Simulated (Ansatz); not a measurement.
Ansatz (a first-principles code) input (HF/3-21G): The .json file is the Basis Set Exchange's 3-21G.

Ansatz 0.2 input:
```yaml
crystal:
  periodic: [false, false, false]
  atoms:
    - {symbol: C, position_ang: [-2.36108500, -0.30710400, 0.17542400]}
    - {symbol: B, position_ang: [-0.82854900, -0.10580000, 0.03927600]}
    - {symbol: I, position_ang: [0.47516300, -1.78734700, -0.17962400]}
    - {symbol: I, position_ang: [0.02561300, 1.85253200, 0.14185700]}
    - {symbol: H, position_ang: [-2.93358400, 0.55524500, -0.16768000]}
    - {symbol: H, position_ang: [-2.58264200, -0.42884400, 1.24397200]}
    - {symbol: H, position_ang: [-2.71561700, -1.20957400, -0.32355200]}
basis:
  gaussian:
    orbitals: 3-21G.json
hamiltonian:
  xc: {name: HF}
relax: {f_tol: 0.003, max_steps: 120}
```

From the output:

```
reference -376596.72116509 eV, -13839.6742363910 hartree; 60, 60 occupied and 30, 30 virtual orbitals, 1202 factors
relax step   2: F+E_penalty+E_count = -376596.72116509 eV  Δ(F+E_penalty+E_count) = -3.619e-2 eV  max|allowed force component| = 4.073e-1 eV/Å  Δτ_max = 0.1059 Å  (30 SCF iters, accepted)
these checks for a lower state are left out or cut short: starts, cluster_reference, orbital_swaps, neighbouring_geometries, increment
integrals: 0.04 GiB planned
1202 factors; integrals over basis functions are off by at most 5.2e-4 eV
mean field: 0.48 GiB planned
mean field -376596.74155328 eV, -13839.6749856434 hartree, gradient 6.6e-5 eV, S^2 0.000000; 0 other end points of the search recorded, 0 dependent functions left out
the calculation of the forces begins
reference -376596.74155328 eV, -13839.6749856434 hartree; 60, 60 occupied and 30, 30 virtual orbitals, 1202 factors
relax step   3: F+E_penalty+E_count = -376596.74155328 eV  Δ(F+E_penalty+E_count) = -2.039e-2 eV  max|allowed force component| = 4.275e-2 eV/Å  Δτ_max = 0.0598 Å  (24 SCF iters, accepted)
these checks for a lower state are left out or cut short: starts, cluster_reference, orbital_swaps, neighbouring_geometries, increment
integrals: 0.04 GiB planned
1202 factors; integrals over basis functions are off by at most 5.2e-4 eV
mean field: 0.48 GiB planned
mean field -376596.74164228 eV, -13839.6749889141 hartree, gradient 5.3e-5 eV, S^2 0.000000; 0 other end points of the search recorded, 0 dependent functions left out
the calculation of the forces begins
reference -376596.74164228 eV, -13839.6749889141 hartree; 60, 60 occupied and 30, 30 virtual orbitals, 1202 factors
relax step   4: F+E_penalty+E_count = -376596.74164228 eV  Δ(F+E_penalty+E_count) = -8.900e-5 eV  max|allowed force component| = 1.622e-2 eV/Å  Δτ_max = 0.0022 Å  (27 SCF iters, accepted)
these checks for a lower state are left out or cut short: starts, cluster_reference, orbital_swaps, neighbouring_geometries, increment
integrals: 0.04 GiB planned
1202 factors; integrals over basis functions are off by at most 5.2e-4 eV
mean field: 0.48 GiB planned
mean field evaluation 32: about -376596.7437 eV, gradient 2.5e-5 eV
mean field -376596.74165002 eV, -13839.6749891986 hartree, gradient 5.3e-5 eV, S^2 0.000000; 0 other end points of the search recorded, 0 dependent functions left out
the calculation of the forces begins
reference -376596.74165002 eV, -13839.6749891986 hartree; 60, 60 occupied and 30, 30 virtual orbitals, 1202 factors
relax step   5: F+E_penalty+E_count = -376596.74165002 eV  Δ(F+E_penalty+E_count) = -7.741e-6 eV  max|allowed force component| = 3.567e-3 eV/Å  Δτ_max = 0.0006 Å  (26 SCF iters, accepted)
these checks for a lower state are left out or cut short: starts, cluster_reference, orbital_swaps, neighbouring_geometries, increment
integrals: 0.04 GiB planned
1202 factors; integrals over basis functions are off by at most 5.2e-4 eV
mean field: 0.48 GiB planned
mean field -376596.74165078 eV, -13839.6749892265 hartree, gradient 5.3e-5 eV, S^2 0.000000; 0 other end points of the search recorded, 0 dependent functions left out
the calculation of the forces begins
reference -376596.74165078 eV, -13839.6749892265 hartree; 60, 60 occupied and 30, 30 virtual orbitals, 1202 factors
relax step   6: F+E_penalty+E_count = -376596.74165078 eV  Δ(F+E_penalty+E_count) = -7.587e-7 eV  max|allowed force component| = 1.442e-3 eV/Å  Δτ_max = 0.0004 Å  (26 SCF iters, accepted)
integrals: 0.04 GiB planned
1202 factors; integrals over basis functions are off by at most 5.2e-4 eV
mean field: 0.48 GiB planned
mean field -376596.74165078 eV, -13839.6749892265 hartree, gradient 5.3e-5 eV, S^2 0.000000; 1 other end points of the search recorded, 0 dependent functions left out
the calculation of the forces begins
reference -376596.74165078 eV, -13839.6749892265 hartree; 60, 60 occupied and 30, 30 virtual orbitals, 1202 factors
Total energy: -376596.74165078 eV, -13839.6749892265 hartree
Atom 0 at    -2.370369    -0.308566     0.178995 Å, force    -0.000070    -0.000048     0.000449 eV/Å
Atom 1 at    -0.830388    -0.106085     0.039928 Å, force     0.001442     0.000172     0.000073 eV/Å
Atom 2 at     0.501901    -1.838341    -0.187204 Å, force    -0.000041     0.000099    -0.000115 eV/Å
Atom 3 at     0.039079     1.908992     0.143767 Å, force    -0.000018    -0.000084    -0.000132 eV/Å
Atom 4 at    -2.940532     0.546644    -0.166573 Å, force    -0.000476     0.000449    -0.000246 eV/Å
Atom 5 at    -2.595981    -0.430307     1.241884 Å, force    -0.000478    -0.000086     0.000302 eV/Å
Atom 6 at    -2.724411    -1.203229    -0.321125 Å, force    -0.000359    -0.000502    -0.000330 eV/Å
Dipole moment:    -0.369174    -0.049488     0.044077 e Å
```

The geometry given is a B3LYP-D3(BJ)/def2-TZVP minimum.
